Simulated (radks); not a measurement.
Results of a calculation; reference values are marked as such.
Ba4+, configuration [Kr] 4d10 5s2 5p3.5 6p0.5 (fractional occupations, a model configuration). Code: a radial shooting solver on a logarithmic mesh with Libxc functionals. Model: scalar-relativistic Kohn-Sham, exchange-only B88, spin-polarised, spherical densities, point nucleus; open shells are filled with parallel spins first (spin-orbit coupling, left out, can overturn this in heavy ions).

Unscreened Slater integrals over Kohn-Sham orbitals (hartree). They are taken over the spin-up orbitals.

| integral | value |
|---|---|
| F0(6p,6p) | 0.24327 |
| F2(6p,6p) | 0.13349 |
| F0(6p,5p) | 0.29818 |
| F2(6p,5p) | 0.095310 |
| G0(6p,5p) | 0.018748 |
| G2(6p,5p) | 0.026674 |
| F0(6p,5s) | 0.30357 |
| G1(6p,5s) | 0.030826 |
| F0(6p,4d) | 0.32455 |
| F2(6p,4d) | 0.048568 |
| G1(6p,4d) | 0.011702 |
| G3(6p,4d) | 0.012125 |
| F0(5p,5p) | 0.50967 |
| F2(5p,5p) | 0.27826 |
| F0(5p,5s) | 0.53774 |
| G1(5p,5s) | 0.36459 |
| F0(5p,4d) | 0.62931 |
| F2(5p,4d) | 0.18979 |
| G1(5p,4d) | 0.056999 |
| G3(5p,4d) | 0.055220 |
| F0(5s,5s) | 0.57300 |
| F0(5s,4d) | 0.69452 |
| G2(5s,4d) | 0.082756 |
| F0(4d,4d) | 1.1286 |
| F2(4d,4d) | 0.57425 |
| F4(4d,4d) | 0.38334 |

Derived for the open shells (J is the average intra-shell exchange parameter used in DFT+U). 5p: J = F2/5 = 0.05565 hartree. 6p: J = F2/5 = 0.02670 hartree.
